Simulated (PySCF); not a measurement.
Compound: C₃H₈OS₂Si₂.
Bonds: O1–Si2, Si2–C3, C3–Si4, Si2–S5, S5–C6, C6–C7 (double), C7–S8, Si2–S8. Hydrogens: H9 on O1; H10, H11 on C3; H12, H13, H14 on Si4; H15 on C6; H16 on C7.

NICS is the negative of the GIAO shielding at a point without a nucleus: at the ring centre (0) and 1 Å above and below it (1); zz is the component along the ring normal. Level: GIAO PBE0/pcSseg-1 (PySCF, non-relativistic, gas phase) on the GFN2-xTB geometry, one conformer.

Ring bond lengths (Å), with Mayer bond orders in brackets: Si2–S5 2.166 (0.93), S5–C6 1.746 (1.08), C6–C7 1.329 (1.79), C7–S8 1.747 (1.08), S8–Si2 2.162 (0.94).

Q: Give the NICS values of each ring in ppm.

A: 
| ring | type | NICS(0) | NICS(1), two faces | NICS(1)zz, two faces | rms pucker (Å) | centre to ring atoms, mean (Å) |
| --- | --- | --- | --- | --- | --- | --- |
| Si2–S5–C6–C7–S8 | 5-membered ring with 2 S and Si; formal bonds 1 double, 4 single | -7.5 | -4.5 / -4.8 | -4.0 / -4.3 | 0.02 | 1.54 |

Q: What do they say, and how far can they be read as aromaticity?

A: 
- Si2–S5–C6–C7–S8: mean NICS(1)zz -4.2 ppm, shielded. Si2 has four or more neighbours, and the NICS criterion for π rings isn't applied.

Q: Give the inner angles of the rings and the Hirshfeld charges of the ring atoms.

A: 
- Si2–S5–C6–C7–S8: Si2 98.8° (+0.386 e), S5 96.5° (-0.074 e), C6 124.1° (-0.088 e), C7 124.1° (-0.088 e), S8 96.5° (-0.068 e); sum 539.9° against 540° for a flat convex ring.

Q: How shielded are the nuclei of the rings and their hydrogens (means over atoms taken as equivalent)?

A: 
```tsv
atoms	environment	σ isotropic (ppm)	principal values of the symmetric part, first atom (ppm)
Si2	oxygen-bound silicon	308.2	292.0, 310.5, 322.2
S5 (×2)	sulfur bonded to C and Si	513.6	345.7, 545.9, 638.2
C6 (×2)	alkene CH carbon	62.1	-34.6, 87.3, 133.3
H15 (×2)	vinylic hydrogen	25.75	21.4, 26.3, 29.5
```

Conformer computed: `[OH:1][Si:2]1([CH2:3][SiH3:4])[S:5][CH:6]=[CH:7][S:8]1`: O1–Si2–C3–Si4 -55°, H–O1–Si2–C3 -178°.
